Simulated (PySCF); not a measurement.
Run record: geometry optimisation, `[CH3][GeH2][O][GeH2][NH2]`.

Method: PBE0-D3(BJ)/def2-SVP geometry optimisation, gas phase (PySCF 2.14.0). Start geometry: GFN2-xTB. A driver script takes a list of jobs; this job's settings line and coordinates (Å) are shown.

Input:
```
{"job": {"xc": "PBE0", "basis": "def2-SVP", "d3": "d3bj", "grid": 1, "kind": "geom"}, "charge": 0, "multiplicity": 1}
C     -2.117182    -0.587944    -0.304299
Ge    -1.185513     0.507447     1.034935
O      0.272261     1.184538     0.336790
Ge     1.572980     0.687575    -0.694125
N      2.147798    -0.914343    -0.077420
H     -2.320830     0.004986    -1.193584
H     -3.058334    -0.968203     0.081578
H     -1.490751    -1.430509    -0.589620
H     -1.908435     1.757436     1.468233
H     -0.757899    -0.271746     2.259527
H      2.510310     1.866265    -0.602217
H      1.078143     0.455719    -2.096353
H      2.327923    -0.960040     0.917025
H      2.928850    -1.331655    -0.562635
```

**Question.** Estimate the output.

**Answer.** 
```
step   0  E = -4326.18337224  max force = 0.013878
step   1  E = -4326.18829893  max force = 0.004846
step   2  E = -4326.18949247  max force = 0.002269
step   3  E = -4326.18991240  max force = 0.004209
step   4  E = -4326.19022807  max force = 0.002981
step   5  E = -4326.19039690  max force = 0.001323
step   6  E = -4326.19055548  max force = 0.001600
step   7  E = -4326.19073421  max force = 0.003301
step   8  E = -4326.19086502  max force = 0.003060
step   9  E = -4326.19093609  max force = 0.001401
step  10  E = -4326.19096435  max force = 0.000359
step  11  E = -4326.19097951  max force = 0.000573
step  12  E = -4326.19099428  max force = 0.000743
step  13  E = -4326.19100489  max force = 0.000547
step  14  E = -4326.19101408  max force = 0.000312
optimisation converged
```

Energies in Eh; «max force» is the largest Cartesian gradient component in Eh/bohr.

**Question.** How much energy does the optimisation release, in kJ/mol?

**Answer.** E(step 0) − E(last step) = 0.007642 Eh, which is 20.1 kJ/mol.

Main results: final energy -4326.19101 Eh after 14 steps; dipole 2.48 D.

On one thread of an x86-64 server (shared host), this took 2.2 min wall.
Labels such as C1 count atoms from 1, the log's own numbers from 0.
